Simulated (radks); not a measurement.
The numbers below are computed, except where a source is named.
Question: These are the eigenvalues of the occupied orbitals of an atom or ion with whole-number occupations (hartree). Code: a radial shooting solver on a logarithmic mesh with Libxc functionals. Model: Dirac Kohn-Sham, BLYP, spin-unpolarised, spherical densities, point nucleus.

| orbital | eigenvalue |
|---|---|
| 1s1/2 | -17.66301 |
| 2s1/2 | -3.22008 |

Which element is it, and in what charge state? The configuration may be excited. Open shells, if any, are shared by 2j + 1.

Answer: Z = 7, nitrogen, charge +4: N4+ in [He] 2s1. The 1s level, -17.663 hartree, gives Z - s = 5.9 by -(Z - s)^2/2, which with screening and relativity narrows Z to a few neighbours, and the depths must fix Z and the occupations together.
